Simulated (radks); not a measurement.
Results of a calculation; reference values are marked as such.
Problem. Valence configurations of Ag (all share [Kr]). Code: a radial shooting solver on a logarithmic mesh with Libxc functionals. Model: scalar-relativistic Kohn-Sham, PBEsol, spin-unpolarised, spherical densities, point nucleus. Order these by energy: 4d9 5p2; 4d9.5 5p1.5; 4d9.5 5s1 5p0.5; 4d10 5p1; 4d9 5s2; 4d9.5 5s0.5 5p1; 4d9 5s1 5p1; 4d7.5 5s1 5p2.5; 4d9.5 5s1.5; 4d10 5s1.

Solution. From the lowest, in eV above it: 4d10 5s1 0.000; 4d9.5 5s1.5 1.765; 4d9.5 5s1 5p0.5 3.846; 4d10 5p1 3.930; 4d9 5s2 4.050; 4d9.5 5s0.5 5p1 6.012; 4d9.5 5p1.5 8.250; 4d9 5s1 5p1 8.607; 4d9 5p2 13.445; 4d7.5 5s1 5p2.5 28.435. NIST lists [Kr] 4d10 5s1 as the ground configuration; this level of theory agrees among the configurations tried. The energies are those of spherical spin-averaged densities, not of single terms.
